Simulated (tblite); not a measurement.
Compound: C₂H₁₀O₂Si₃.
Numbering: `[O:1]=[CH:2][O:3][SiH2:4][CH:5]([SiH3:6])[SiH3:7]` (hydrogens: H8 on C2; H9, H10 on Si4; H11 on C5; H12, H13, H14 on Si6; H15, H16, H17 on Si7)

A start from a force field or distance geometry was refined with tblite 0.8.0, GFN2-xTB geometry optimisation, gas phase. Values at the start:

```json
{"coordinate": "O1=C2", "start": "1.278 Å"}
{"coordinate": "C2–O3", "start": "1.371 Å"}
{"coordinate": "C2–H8", "start": "1.091 Å"}
{"coordinate": "O3–Si4", "start": "1.723 Å"}
{"coordinate": "Si4–C5", "start": "1.868 Å"}
{"coordinate": "Si4–H9", "start": "1.481 Å"}
{"coordinate": "C5–Si6", "start": "1.842 Å"}
{"coordinate": "C5–Si7", "start": "1.881 Å"}
{"coordinate": "C5–H11", "start": "1.113 Å"}
{"coordinate": "Si6–H12", "start": "1.455 Å"}
{"coordinate": "Si6–H13", "start": "1.489 Å"}
{"coordinate": "O1–C2–O3", "start": "116.1°"}
{"coordinate": "C2–O3–Si4", "start": "125.3°"}
{"coordinate": "O3–Si4–C5", "start": "113.7°"}
{"coordinate": "Si4–C5–Si6", "start": "113.3°"}
{"coordinate": "Si4–C5–Si7", "start": "105.3°"}
{"coordinate": "Si6–C5–Si7", "start": "106.1°"}
{"coordinate": "O1–C2–O3–Si4", "start": "2°"}
{"coordinate": "C2–O3–Si4–C5", "start": "112°"}
{"coordinate": "O3–Si4–C5–Si6", "start": "-49°"}
```

Task: How do these coordinates change at the GFN2-xTB level?

Result: 
```csv
coordinate,GFN2-xTB (Å or °),change
O1=C2,1.196,-0.082
C5–Si6,1.915,+0.073
C2–O3,1.301,-0.070
O3–Si4,1.682,-0.041
C5–Si7,1.904,+0.023
Si4–H9,1.459,-0.022
Si6–H13,1.469,-0.020
Si4–C5,1.887,+0.019
C5–H11,1.095,-0.018
C2–H8,1.107,+0.016
Si6–H12,1.466,+0.011
O1–C2–O3,126.0,+9.9
Si6–C5–Si7,112.8,+6.7
Si4–C5–Si7,110.7,+5.4
O3–Si4–C5,111.1,-2.6
C2–O3–Si4,123.7,-1.6
Si4–C5–Si6,113.8,+0.5
C2–O3–Si4–C5,79,-33
O1–C2–O3–Si4,-2,-4
O3–Si4–C5–Si6,-51,-2
```

The energy falls by 1.042 eV over 124 L-BFGS steps, the largest force on an atom goes from 6.12 to 0.009 eV/Å, and the atoms move by 0.528 Å rms after alignment. The bond that changes most is O1=C2 (carbonyl oxygen to carbonyl carbon), which shortens by 0.082 Å. Bonds longer at the end by more than 0.005 Å: 7 of 16; shorter: 8. Among the dihedrals that turn most is C2–O3–Si4–H9, from -9° to -46°. Rotational constants go from 2286, 854.6, 730.2 to 2240, 957.7, 737.8 MHz.

Time: 3.5 s wall. Hardware: one thread, Intel Xeon at 2.50 GHz (x86_64), shared host.

Its GFN2-xTB frequencies are all real (lowest 28 cm⁻¹). The numbers are those of one conformer.

All values are computed, not measured.
